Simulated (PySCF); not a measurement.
PySCF input for CH₄Cl₂OSn, SMILES C[O][SnH]([Cl])[Cl], B3LYP-D3(BJ)/def2-SVP. Coordinates come from a B3LYP-D3(BJ)/def2-SVP optimisation. The structure was generated by enumeration; whether it is a known compound was not checked. The def2 effective core potentials stand for the cores of Sn; spin–orbit coupling is left out. One conformer was computed; it need not be the lowest.

```python
import numpy as np
from pyscf import gto, scf, dft, df
from pyscf.hessian import thermo

mol = gto.M(
    atom='''
    Sn    0.51460078    0.12697506    0.00000000
    Cl   -0.65893563    0.90844529    1.88785545
    Cl   -0.65893563    0.90844543   -1.88785538
    O     0.40149286   -1.84261612   -0.00000007
    C    -0.85317769   -2.49902182   -0.00000009
    H     2.15154812    0.59354505    0.00000002
    H    -1.45329592   -2.25476748   -0.89610974
    H    -0.66406076   -3.58484562   -0.00000013
    H    -1.45329591   -2.25476755    0.89610958
    ''',
    basis='def2-SVP',
    ecp={'Sn': 'def2-svp'},
    charge=0,
    spin=0,
    max_memory=1600,
    verbose=3,
)
mf = dft.RKS(mol, xc='b3lyp').density_fit(auxbasis='def2-universal-jkfit')
mf.disp = 'd3bj'
mf.grids.level = 3
mf.conv_tol = 1e-11
mf.max_cycle = 100
mf.kernel()

# [left out here: the lines that compute and print the analytic Hessian (its translational invariance restored by hand, since the grid's response is missing), thermochemistry and intensities]
```

It prints:

```
converged SCF energy = -1250.24906793635

WARN: DFTD3 does not support analytical Hessian, using finite difference


WARN: Mole.unit (angstrom) is changed to Bohr

Mode                                 0                   1                   2
Irrep
Freq [cm^-1]                       46.0894             98.6235            114.3449
Reduced mass [au]                   3.8070              6.2684             23.5740
Force const [Dyne/A]                0.0048              0.0359              0.1816
Char temp [K]                      66.3123            141.8973            164.5168
Normal mode                   x     y     z       x     y     z       x     y     z
       0  Sn                 0.00  0.00 -0.02   -0.02 -0.02  0.00    0.04 -0.02 -0.00
       1  Cl                -0.03 -0.06 -0.01    0.01  0.08 -0.02   -0.06  0.02 -0.08
       2  Cl                 0.03  0.06 -0.01    0.01  0.08  0.02   -0.06  0.02  0.08
       3   O                 0.00  0.00 -0.02    0.02 -0.03 -0.00    0.01 -0.01  0.00
       4   C                -0.00  0.00  0.19    0.08 -0.13  0.00   -0.02  0.04 -0.00
       5   H                 0.00  0.00 -0.00   -0.01 -0.07  0.00    0.04 -0.02 -0.00
       6   H                -0.10 -0.09  0.23    0.06 -0.18 -0.00   -0.01  0.07  0.00
       7   H                -0.00  0.00  0.28    0.17 -0.11 -0.00   -0.07  0.03  0.00
       8   H                 0.10  0.09  0.23    0.06 -0.18  0.00   -0.01  0.07 -0.00
Mode                                 3                   4                   5
Irrep
Freq [cm^-1]                      122.4651            183.7128            257.4376
Reduced mass [au]                   1.1289              4.7133              4.4247
Force const [Dyne/A]                0.0100              0.0937              0.1728
Char temp [K]                     176.2000            264.3218            370.3954
Normal mode                   x     y     z       x     y     z       x     y     z
       0  Sn                -0.00 -0.00 -0.01    0.00  0.00 -0.02   -0.03 -0.03 -0.00
       1  Cl                 0.01 -0.02  0.00    0.00 -0.04 -0.01    0.01  0.02  0.01
       2  Cl                -0.01  0.02  0.00   -0.00  0.04 -0.01    0.01  0.02 -0.01
       3   O                 0.00 -0.00  0.07   -0.00  0.00  0.20    0.14 -0.03  0.00
       4   C                 0.00 -0.00 -0.03   -0.00  0.00 -0.01    0.04  0.15 -0.00
       5   H                -0.00 -0.00 -0.02    0.00 -0.00 -0.06   -0.06  0.11 -0.00
       6   H                 0.28 -0.38 -0.31    0.03  0.21  0.02    0.08  0.24  0.00
       7   H                 0.00 -0.00  0.50   -0.00  0.00 -0.27   -0.14  0.12 -0.00
       8   H                -0.28  0.38 -0.31   -0.03 -0.21  0.02    0.08  0.24 -0.00
Mode                                 6                   7                   8
Irrep
Freq [cm^-1]                      364.4305            378.5543            539.8104
Reduced mass [au]                  38.2006             44.0746              1.1463
Force const [Dyne/A]                2.9892              3.7213              0.1968
Char temp [K]                     524.3343            544.6553            776.6670
Normal mode                   x     y     z       x     y     z       x     y     z
       0  Sn                -0.03  0.02 -0.00    0.00 -0.00 -0.05    0.01  0.00 -0.00
       1  Cl                 0.05 -0.04 -0.09   -0.05  0.03  0.08    0.01  0.00 -0.01
       2  Cl                 0.05 -0.04  0.09    0.05 -0.03  0.08    0.01  0.00  0.01
       3   O                -0.00  0.02  0.00    0.00 -0.00  0.00   -0.00 -0.06 -0.00
       4   C                 0.01  0.01 -0.00   -0.00 -0.00 -0.00   -0.05 -0.05 -0.00
       5   H                -0.03 -0.01 -0.00    0.00  0.00  0.00   -0.25  0.89  0.00
       6   H                 0.00  0.00  0.00   -0.00  0.00 -0.00   -0.04 -0.03 -0.00
       7   H                 0.01  0.01 -0.00   -0.00 -0.00 -0.00   -0.05 -0.05  0.00
       8   H                 0.00  0.00 -0.00    0.00 -0.00 -0.00   -0.04 -0.03  0.00
Mode                                 9                  10                  11
Irrep
Freq [cm^-1]                      553.6207            569.0367           1094.1255
Reduced mass [au]                   1.0311              4.9435              9.3333
Force const [Dyne/A]                0.1862              0.9431              6.5829
Char temp [K]                     796.5369            818.7172           1574.2029
Normal mode                   x     y     z       x     y     z       x     y     z
       0  Sn                -0.00  0.00  0.01   -0.00  0.03 -0.00    0.00  0.00  0.00
       1  Cl                -0.01  0.00  0.00   -0.00 -0.00  0.00   -0.00  0.00  0.00
       2  Cl                 0.01 -0.00  0.00   -0.00 -0.00 -0.00   -0.00  0.00 -0.00
       3   O                 0.00 -0.00 -0.01    0.06 -0.19  0.00   -0.15 -0.10 -0.00
       4   C                -0.00 -0.00 -0.00   -0.05 -0.05 -0.00    0.17  0.08  0.00
       5   H                 0.00 -0.00 -0.98    0.10 -0.29  0.00   -0.01  0.04 -0.00
       6   H                 0.00 -0.00 -0.01   -0.03  0.03  0.00    0.11  0.06  0.02
       7   H                -0.00 -0.00  0.00   -0.23 -0.08  0.00    0.02  0.05 -0.00
       8   H                -0.00  0.00 -0.01   -0.03  0.03 -0.00    0.11  0.06 -0.02
Mode                                12                  13                  14
Irrep
Freq [cm^-1]                     1170.8432           1185.2446           1464.7386
Reduced mass [au]                   1.2746              1.3141              1.1209
Force const [Dyne/A]                1.0295              1.0877              1.4169
Char temp [K]                    1684.5826           1705.3030           2107.4327
Normal mode                   x     y     z       x     y     z       x     y     z
       0  Sn                 0.00 -0.00  0.00   -0.00  0.00  0.00   -0.00  0.00  0.00
       1  Cl                 0.00 -0.00 -0.00   -0.00 -0.00  0.00    0.00 -0.00 -0.00
       2  Cl                -0.00  0.00 -0.00   -0.00 -0.00 -0.00    0.00 -0.00  0.00
       3   O                -0.00  0.00  0.05    0.02 -0.06  0.00   -0.02 -0.02  0.00
       4   C                 0.00 -0.00 -0.12   -0.05  0.11 -0.00   -0.06 -0.06  0.00
       5   H                -0.00  0.00 -0.01    0.02 -0.02 -0.00    0.01 -0.01 -0.00
       6   H                -0.52 -0.21  0.16   -0.14 -0.35 -0.07    0.22  0.45 -0.04
       7   H                -0.00 -0.00  0.28    0.63  0.24  0.00    0.62  0.07 -0.00
       8   H                 0.52  0.21  0.16   -0.14 -0.35  0.07    0.22  0.45  0.04
Mode                                15                  16                  17
Irrep
Freq [cm^-1]                     1466.7962           1480.2509           1963.9767
Reduced mass [au]                   1.0415              1.0545              1.0163
Force const [Dyne/A]                1.3202              1.3613              2.3096
Char temp [K]                    2110.3932           2129.7514           2825.7252
Normal mode                   x     y     z       x     y     z       x     y     z
       0  Sn                -0.00  0.00 -0.00    0.00 -0.00  0.00    0.01  0.00  0.00
       1  Cl                -0.00 -0.00  0.00   -0.00  0.00  0.00    0.00  0.00  0.00
       2  Cl                 0.00  0.00  0.00   -0.00  0.00 -0.00    0.00  0.00 -0.00
       3   O                -0.00 -0.00 -0.01    0.01 -0.00  0.00    0.00 -0.00 -0.00
       4   C                -0.00 -0.00 -0.05    0.06 -0.02  0.00   -0.00  0.00  0.00
       5   H                 0.00 -0.00  0.01   -0.00  0.00 -0.00   -0.95 -0.28 -0.00
       6   H                 0.08  0.48  0.05   -0.51  0.19  0.41   -0.00 -0.00 -0.00
       7   H                 0.00  0.00  0.69    0.18  0.01 -0.00    0.01  0.00 -0.00
       8   H                -0.08 -0.48  0.05   -0.51  0.19 -0.41   -0.00 -0.00  0.00
Mode                                18                  19                  20
Irrep
Freq [cm^-1]                     2986.5350           3058.3893           3095.2156
Reduced mass [au]                   1.0326              1.1071              1.1039
Force const [Dyne/A]                5.4265              6.1013              6.2309
Char temp [K]                    4296.9589           4400.3412           4453.3261
Normal mode                   x     y     z       x     y     z       x     y     z
       0  Sn                -0.00  0.00  0.00   -0.00 -0.00 -0.00    0.00  0.00 -0.00
       1  Cl                 0.00 -0.00 -0.00   -0.00  0.00  0.00   -0.00  0.00  0.00
       2  Cl                 0.00 -0.00  0.00    0.00 -0.00  0.00   -0.00  0.00 -0.00
       3   O                -0.00 -0.00  0.00    0.00 -0.00  0.00   -0.00  0.00  0.00
       4   C                -0.05 -0.01 -0.00   -0.00  0.00 -0.09    0.04 -0.08 -0.00
       5   H                -0.00 -0.00  0.00   -0.00 -0.00  0.00    0.00  0.00  0.00
       6   H                 0.33 -0.15  0.52    0.36 -0.16  0.54   -0.13  0.05 -0.22
       7   H                -0.08  0.38 -0.00    0.00 -0.00 -0.02   -0.16  0.86 -0.00
       8   H                 0.33 -0.15 -0.52   -0.36  0.16  0.54   -0.13  0.05  0.22
temperature 298.1500 [K]
pressure 101325.00 [Pa]
Rotational constants [GHz] 1.71225 1.50456 1.08017
Symmetry number 1
Zero-point energy (ZPE) 0.05056 [Eh]   132751.042 [J/mol]
                           tot       elec      trans        rot        vib
Entropy [J/mol/K]       392.727      0.000    176.107    121.908     94.712
Cv [J/mol/K]            103.813      0.000     12.472     12.472     78.870
Cp [J/mol/K]            112.128      0.000     20.786     12.472     78.870
Internal energy [J/mol]                      3718.434   3718.434 146825.229
Internal energy [Eh]   -1250.19031  -1250.24907
Enthalpy [J/mol]                             6197.391   3718.434 146825.229
Enthalpy [Eh]          -1250.18937
Gibbs free energy [J/mol]                  -46308.844 -32628.297 118586.733
Gibbs free energy [Eh] -1250.23397
static polarisability / bohr^3: [[60.049  1.816  0.   ]
 [ 1.824 66.703 -0.   ]
 [-0.     0.    69.939]]
largest difference of analytic and finite-field dipole derivatives / e: 0.0017265638907810743
mode   freq/cm-1   IR/(km/mol)   Raman/(A^4/amu)   depolarisation
   1       46.09         1.199             2.212            0.750
   2       98.62         7.939             3.007            0.677
   3      114.34         4.543             3.343            0.673
   4      122.47         1.546             0.370            0.750
   5      183.71        18.285             1.197            0.750
   6      257.44        12.014             0.822            0.255
   7      364.43        24.302            15.968            0.044
   8      378.55        65.886             4.544            0.750
   9      539.81        31.160            28.064            0.745
  10      553.62        76.036            23.211            0.750
  11      569.04        87.873            15.500            0.053
  12     1094.13       188.577             7.631            0.456
  13     1170.84         0.417             2.469            0.750
  14     1185.24         0.406             3.961            0.084
  15     1464.74        13.562             7.048            0.601
  16     1466.80         3.998            20.721            0.750
  17     1480.25        14.048            14.387            0.742
  18     1963.98        76.512           287.376            0.184
  19     2986.53        66.238           132.269            0.011
  20     3058.39        32.916            50.086            0.750
  21     3095.22        22.835           180.537            0.497
max |gradient| / (hartree/bohr): 7.633139148001384e-05
APT charges: [ 1.8444 -0.5353 -0.5353 -0.894   0.4995 -0.2593 -0.0396 -0.0409 -0.0396]
```

The run converged.

Cost: around 4 core-minutes (rough).
